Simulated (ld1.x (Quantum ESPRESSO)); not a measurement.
**Scattering properties, ultrasoft potential for K**

```
Element                 : potassium (K)
Generator               : ld1.x (Quantum ESPRESSO) 7.5
Type                    : ultrasoft
Functional              : Wu–Cohen
Relativity              : fully relativistic
Frozen core             : [Ar]
Valence charge          : 1
Reference configuration : 3d1 4s0 4p0
Partial waves           : 4s (bound, empty): rcut 3.25, rcutus 3.70 bohr; 4s channel at 0.2 Ry: rcut 3.25, rcutus 3.70 bohr; 4p (bound, empty): rcut 3.05, rcutus 4.15 bohr; 4p channel at 1.25 Ry: rcut 3.05, rcutus 4.15 bohr; 3d (bound): rcut 3.90, rcutus 4.60 bohr; 3d channel at 0.35 Ry: rcut 3.90, rcutus 4.60 bohr
Local potential         : all-electron potential smoothed inside 3.30 bohr (lloc = -1)
Core correction         : none
Augmentation charge     : PSQ, radius 2.75 bohr
```

Open shells are filled in proportion to 2j + 1 (rel_dist='average').

The phase is arctan(r·u′/u) with u = r·R(r), unwrapped; energies in Ry, scanned from -2 to 5 Ry. A pole is an energy at which the radial function vanishes at the test radius. The pseudo phase is shifted by a multiple of π to meet the all-electron one at the reference energy, and phase errors are pseudo minus all-electron; the curves can meet again beyond the range given. Levels narrower than the energy grid can be missing from the lists of poles. n/a: not evaluated, since a narrow level or a reset projector energy made the automatic matching unsafe.

```
channel  radius (bohr)  reference energy (Ry)  poles, all-electron     poles, pseudo  unbroken range about the reference energy with phases within 0.05 rad  phase error 1 Ry above the reference energy (rad)
      s           5.01                  -0.22           0.12, 2.15        0.12, 2.25                                                              below 0.7                                             +0.040
   p1/2           5.01                  -0.11           0.49, 2.58  0.48, 2.40, 3.90                                                                    n/a                                                n/a
   p3/2           5.01                  -0.11           0.49, 2.60  0.49, 2.41, 3.90                                                            -1.5 to 2.6                                             -0.001
   d3/2           5.01                  -0.05     0.12, 1.25, 3.33  0.12, 1.19, 4.21                                                              below 1.8                                             -0.018
   d5/2           5.01                  -0.05     0.12, 1.25, 3.33  0.12, 1.19, 4.21                                                              below 1.8                                             -0.018
```

The ghost test of this file was not conclusive. Its overlap operator is not positive definite in a basis up to 400 Ry (lowest eigenvalue s -0.0025), so the file is unfit for use: the generalised eigenproblem breaks down once the basis is large enough, and its test numbers describe a broken file.

Phases in the s channel:

| E (Ry) | all-electron | pseudo |
| --- | --- | --- |
| -2.00 | 1.419 | 1.419 |
| -1.52 | 1.392 | 1.392 |
| -1.04 | 1.340 | 1.340 |
| -0.56 | 1.169 | 1.169 |
| -0.08 | -1.314 | -1.314 |
| 0.40 | -1.721 | -1.721 |
| 0.88 | -2.282 | -2.232 |
| 1.36 | -4.439 | -4.414 |
| 1.84 | -4.654 | -4.641 |
| 2.32 | -4.739 | -4.721 |
| 2.80 | -4.821 | -4.782 |
| 3.28 | -5.044 | -4.866 |
| 3.76 | -7.356 | -5.123 |
| 4.24 | -7.728 | -7.181 |
| 4.72 | -7.806 | -7.663 |
